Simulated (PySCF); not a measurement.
## Successive ionisation energies of erbium

Calculated with PySCF 2.14, two-component X2C-1e (Gaussian nucleus, no Breit or QED terms), each ion in its own even-tempered basis; GMP2 freezes the deep shells of the larger ions and drops the highest virtual spinors; eV.

```json
{"ion": "Er³⁷⁺", "configuration": "[Ar] 3d10 4s2 4p1", "GHF (spin-free)": "1629.5", "GHF (screened spin-orbit)": "1673.3", "GMP2 (screened spin-orbit)": "1674.1", "NIST": "1678 ± 4", "kind": "theoretical"}
{"ion": "Er³⁸⁺", "configuration": "[Ar] 3d10 4s2", "GHF (spin-free)": "1790.9", "GHF (screened spin-orbit)": "1790.7", "GMP2 (screened spin-orbit)": "1793.4", "NIST": "1803 ± 4", "kind": "theoretical"}
{"ion": "Er³⁹⁺", "configuration": "[Ar] 3d10 4s1", "GHF (spin-free)": "1845.4", "GHF (screened spin-orbit)": "1845.2", "GMP2 (screened spin-orbit)": "1846.4", "NIST": "1858.5 ± 0.5", "kind": "semi-empirical"}
{"ion": "Er⁴⁰⁺", "configuration": "[Ar] 3d10", "GHF (spin-free)": "3176.1", "GHF (screened spin-orbit)": "3157.8", "GMP2 (screened spin-orbit)": "3159.2", "NIST": "3157 ± 4", "kind": "theoretical"}
{"ion": "Er⁴¹⁺", "configuration": "[Ar] 3d9", "GHF (spin-free)": "3282.6", "GHF (screened spin-orbit)": "3266.3", "GMP2 (screened spin-orbit)": "3267.7", "NIST": "3265 ± 4", "kind": "theoretical"}
{"ion": "Er⁴²⁺", "configuration": "[Ar] 3d8", "GHF (spin-free)": "3398.1", "GHF (screened spin-orbit)": "3382.3", "GMP2 (screened spin-orbit)": "3383.5", "NIST": "3381 ± 4", "kind": "theoretical"}
{"ion": "Er⁴³⁺", "configuration": "[Ar] 3d7", "GHF (spin-free)": "3515.4", "GHF (screened spin-orbit)": "3506.5", "GMP2 (screened spin-orbit)": "3506.8", "NIST": "3505 ± 4", "kind": "theoretical"}
{"ion": "Er⁴⁴⁺", "configuration": "[Ar] 3d6", "GHF (spin-free)": "3626.1", "GHF (screened spin-orbit)": "3625.2", "GMP2 (screened spin-orbit)": "3625.1", "NIST": "3624 ± 4", "kind": "theoretical"}
{"ion": "Er⁴⁵⁺", "configuration": "[Ar] 3d5", "GHF (spin-free)": "3782.4", "GHF (screened spin-orbit)": "3743.5", "GMP2 (screened spin-orbit)": "3743.3", "NIST": "3742 ± 4", "kind": "theoretical"}
{"ion": "Er⁴⁶⁺", "configuration": "[Ar] 3d4", "GHF (spin-free)": "3897.2", "GHF (screened spin-orbit)": "3918.0", "GMP2 (screened spin-orbit)": "3918.8", "NIST": "3916 ± 4", "kind": "theoretical"}
{"ion": "Er⁴⁷⁺", "configuration": "[Ar] 3d3", "GHF (spin-free)": "4020.9", "GHF (screened spin-orbit)": "4039.1", "GMP2 (screened spin-orbit)": "4039.9", "NIST": "4038 ± 4", "kind": "theoretical"}
{"ion": "Er⁴⁸⁺", "configuration": "[Ar] 3d2", "GHF (spin-free)": "4146.4", "GHF (screened spin-orbit)": "4172.7", "GMP2 (screened spin-orbit)": "4172.4", "NIST": "4170 ± 4", "kind": "theoretical"}
```

Where is the largest relative jump?

From Er³⁹⁺ to Er⁴⁰⁺: 1846.4 to 3159.2 eV, where the electron removed from [Ar] 3d10 comes from a deeper shell or subshell.
